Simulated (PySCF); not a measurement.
# `C[P@@H+]1C(F)=C1C(C)(C)C`: 4 charge schemes on one density

C7H13FP (charge +1).
Cartesian coordinates in Å at the GFN2-xTB level; atoms count from 1:
```
atom  x, y, z in Å
C1     3.2662   -0.1856    0.1281
P2     1.8736    0.8289   -0.4405
C3     0.8059    1.6372    0.7365
F4     0.6917    2.5678    1.6344
C5     0.1620    0.6362    0.1324
C6    -1.0703   -0.1620   -0.0350
C7    -0.7280   -1.6339    0.2207
C8    -1.5601    0.0182   -1.4764
C9    -2.1044    0.3510    0.9701
H10    3.5227   -0.9250   -0.6328
H11    2.9864   -0.6963    1.0516
H12    4.1358    0.4502    0.3096
H13    2.1227    1.5452   -1.5975
H14    0.0420   -1.9742   -0.4701
H15   -0.3802   -1.7812    1.2401
H16   -1.6154   -2.2423    0.0719
H17   -2.4596   -0.5716   -1.6270
H18   -0.8055   -0.3184   -2.1854
H19   -1.7959    1.0597   -1.6794
H20   -3.0211   -0.2222    0.8643
H21   -2.3325    1.3988    0.7934
H22   -1.7463    0.2391    1.9903
```

Density: PBE0/pcSseg-1 (PySCF); schemes: Mulliken, IAO, Hirshfeld and ESP-fitted. Isolated species at its GFN2-xTB geometry, gas phase.

Task: Tabulate the Mulliken, IAO, Hirshfeld and ESP-fitted charges.

Result: In e:

| atom | environment | Mulliken | IAO | Hirshfeld | ESP-fitted |
| --- | --- | --- | --- | --- | --- |
| C1 | sp3 carbon bound to phosphorus | -0.475 | -0.643 | -0.108 | -0.415 |
| P2 | phosphonium phosphorus | +0.511 | +0.939 | +0.439 | +0.473 |
| C3 | vinylic C–F carbon | +0.211 | +0.139 | +0.092 | +0.077 |
| F4 | vinyl fluorine | -0.152 | -0.165 | +0.003 | -0.022 |
| C5 | fully substituted alkene carbon | -0.088 | -0.125 | +0.028 | -0.154 |
| C6 | allylic carbon | -0.647 | +0.039 | +0.035 | +0.598 |
| C7 | methyl carbon | -0.131 | -0.414 | -0.107 | -0.562 |
| C8 | methyl carbon | -0.126 | -0.414 | -0.107 | -0.655 |
| C9 | methyl carbon | -0.133 | -0.417 | -0.103 | -0.578 |
| H10 | methyl hydrogen | +0.209 | +0.206 | +0.089 | +0.192 |
| H11 | methyl hydrogen | +0.206 | +0.208 | +0.089 | +0.184 |
| H12 | methyl hydrogen | +0.217 | +0.211 | +0.093 | +0.193 |
| H13 | P–H hydrogen | +0.171 | +0.034 | +0.070 | +0.109 |
| H14 | methyl hydrogen | +0.116 | +0.139 | +0.042 | +0.140 |
| H15 | methyl hydrogen | +0.131 | +0.151 | +0.049 | +0.153 |
| H16 | methyl hydrogen | +0.154 | +0.170 | +0.066 | +0.185 |
| H17 | methyl hydrogen | +0.153 | +0.169 | +0.066 | +0.216 |
| H18 | methyl hydrogen | +0.117 | +0.141 | +0.044 | +0.162 |
| H19 | methyl hydrogen | +0.134 | +0.154 | +0.051 | +0.172 |
| H20 | methyl hydrogen | +0.151 | +0.168 | +0.066 | +0.175 |
| H21 | methyl hydrogen | +0.137 | +0.155 | +0.053 | +0.181 |
| H22 | methyl hydrogen | +0.135 | +0.154 | +0.052 | +0.175 |

Mean size of the charges over all atoms: ESP-fitted 0.262 e, IAO 0.243 e, Mulliken 0.205 e, Hirshfeld 0.084 e. Each set sums to the total charge, 1, to within 0.001 e. The Hirshfeld scheme weights the molecular density at each point by an atom's share of the summed free-atom densities.

Lowest charge. The schemes don't all agree: Mulliken C6 (-0.647); IAO C1 (-0.643); Hirshfeld C1 (-0.108); ESP-fitted C8 (-0.655).

Highest charge. The schemes don't all agree: Mulliken P2 (+0.511); IAO P2 (+0.939); Hirshfeld P2 (+0.439); ESP-fitted C6 (+0.598).

Task: How closely do the schemes follow one another over all atoms?

Result: Correlation coefficient and root-mean-square difference: IAO with Hirshfeld 0.95, 0.215 e; IAO with ESP-fitted 0.84, 0.181 e; Mulliken with IAO 0.75, 0.208 e; Hirshfeld with ESP-fitted 0.75, 0.247 e; Mulliken with Hirshfeld 0.69, 0.187 e; Mulliken with ESP-fitted 0.37, 0.322 e.

Task: Sum the charges by element, for elements with more than one atom.

Result: 
| element | atoms | Mulliken | IAO | Hirshfeld | ESP-fitted |
| --- | --- | --- | --- | --- | --- |
| C | 7 | -1.390 | -1.835 | -0.271 | -1.688 |
| H | 13 | +2.031 | +2.061 | +0.829 | +2.237 |

Task: How many electrons does the Mulliken scheme count on C8?

Result: Z − q = 6 − (-0.126) = 6.126.
